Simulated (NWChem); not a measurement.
# disilazane (Si2NH7); SMILES [SiH3]N[SiH3]

Results from NWChem. Pople sets run with spherical d functions. The geometry was optimised at PBE0/def2-SVP. Ions are spin-unrestricted doublets at the neutral geometry; other ion states weren't tried.

For level B3LYP/6-31G*:

```yaml
vertical ionisation energy, ΔSCF (eV): 9.33
"−ε(HOMO) (eV)": 7.00
```

Problem. Estimate the same quantities for level LDA (Slater exchange, VWN5)/6-31G*.

Solution. 
| Quantity | Result |
|---|---|
| vertical ionisation energy, ΔSCF (eV) | 9.13 |
| −ε(HOMO) (eV) | 5.94 |
